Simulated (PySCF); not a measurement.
AgI, multiplicity 1. Atoms are numbered in the order given.

```xyz
2

Ag     0.0000     0.0000    -1.3606
I      0.0000     0.0000     1.2065
```

Geometry optimised at PBE-D3(BJ)/def2-TZVP. The multiplicity is an assumed one; other spin states were not compared. The def2 effective core potentials stand for the cores of Ag, I; spin–orbit coupling is left out.

Calculation: PBE-D3(BJ)/def2-TZVP (PySCF).

Frequencies are harmonic and unscaled.

Task: Estimate the vibrational spectrum. (The exact figures need the calculation; the answer reports its results.)

Result: 
```json
[
 {"mode": "1", "ν (cm⁻¹)": "196", "IR (km/mol)": "3.5", "moving atoms (share of kinetic energy)": "Ag 54 %, I 46 %"}
]
```
